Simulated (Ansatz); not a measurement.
```yaml
crystal:
  periodic: [false, false, false]
  atoms:
    - {symbol: C, position_ang: [-1.188045, 1.710998, -0.212770]}
    - {symbol: Al, position_ang: [-0.086588, 0.135169, -0.014122]}
    - {symbol: C, position_ang: [0.202645, -0.627961, 1.763437]}
    - {symbol: C, position_ang: [0.723888, -0.687067, -1.592984]}
    - {symbol: H, position_ang: [-1.400429, 2.196835, -1.165006]}
    - {symbol: H, position_ang: [-1.677045, 2.227258, 0.613226]}
    - {symbol: H, position_ang: [-0.170636, -1.656860, 1.814031]}
    - {symbol: H, position_ang: [1.270598, -0.680650, 2.001640]}
    - {symbol: H, position_ang: [-0.286801, -0.060127, 2.558616]}
    - {symbol: H, position_ang: [0.355214, -1.709232, -1.734363]}
    - {symbol: H, position_ang: [1.810658, -0.768971, -1.483196]}
    - {symbol: H, position_ang: [0.523640, -0.134792, -2.514507]}
basis:
  gaussian: {orbitals: def2-mTZVP}
magnetization: {spin_polarized: true, initial_magnetization: 1}
hamiltonian: {xc: {name: B97M-V}}
scf: {lower_state_search: light}
smearing: {width: 0.1}
output: {forces: true}
```

```sh
$ ansatz run in.yaml --threads 4 --pin off --events-out ev --progress --plain --max-ram 10444MiB
```

Shortened log:

```
Error: YAML parse error: error: line 21 column 1: unknown field `smearing`, expected one of crystal, accuracy, basis, kpoints, hamiltonian, magnetization, projection, total_charge, correlation, batch, efield, external_charges, scf, relax, neb, saddle, md, ramp, phonons, dielectric, real_time, elastic, magnetic_configurations, gw, evaluate, workflow, output, checkpoint, execution
19 | hamiltonian: {xc: {name: B97M-V}}
20 | scf: {lower_state_search: light}
21 | smearing: {width: 0.1}
22 | output: {forces: true}
```

In this input the input holds a key that doesn't belong there. The program refused the input.
